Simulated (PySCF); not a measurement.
VOCl, SMILES [Cl][V]=[O] (connectivity only; charge and spin as stated), neutral, multiplicity 3.

Coordinates come from a B3LYP-D3(BJ)/def2-TZVP optimisation. The multiplicity is an assumed one; other spin states were not compared.

The numbers are results of M06-2X/def2-TZVPD run with PySCF, not measurements.

The molecule is in vacuum.

Estimate the frontier levels, dipole moment and polarisability. (Estimate from the structure and the level; the computed values follow.)


* **α spin, highest occupied and lowest empty level**: -9.51 and -2.64 eV
* **β spin, highest occupied and lowest empty level**: -10.25 and -3.98 eV
* **dipole moment**: 3.43 D
* **quadrupole, principal values (traceless, Buckingham form, about the centre of nuclear charge)**: -14.99, 6.20, 8.79 D·Å
* **mean static polarisability**: 44.8 bohr³ (6.65 Å³)
* **polarisability, principal values**: 36.4, 37.1, 61.0 bohr³
* **⟨S²⟩**: 2.037 (pure state 2.00)
